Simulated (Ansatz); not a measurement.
triplet S: levels of theory in one basis

A single S atom.

Basis set: def2-TZVP (spherical functions). Left uncorrelated: 5 orbitals. Correlation on ROHF uses semicanonical orbitals with singles. Charge 0, multiplicity 3.

Computed with Ansatz (development build ahead of 0.2.0); each method stands on the lowest determinant of its kind that the runs found.

```json
{"method": "ROHF", "E − E(ROHF) (eV)": "0.00", "<S²> of the determinant": "2.00"}
{"method": "UHF", "E − E(ROHF) (eV)": "-0.16", "<S²> of the determinant": "2.01"}
{"method": "ROHF-MP2", "E − E(ROHF) (eV)": "-3.30", "<S²> of the determinant": "–"}
{"method": "UHF-MP2", "E − E(ROHF) (eV)": "-3.26", "<S²> of the determinant": "2.01"}
```

(1) Is a single determinant a sound starting point here?

## Answers

(1) By this sign, yes. Unrestricted orbitals gain 0.16 eV and <S²> is 2.01 against 2.00 for a pure state.
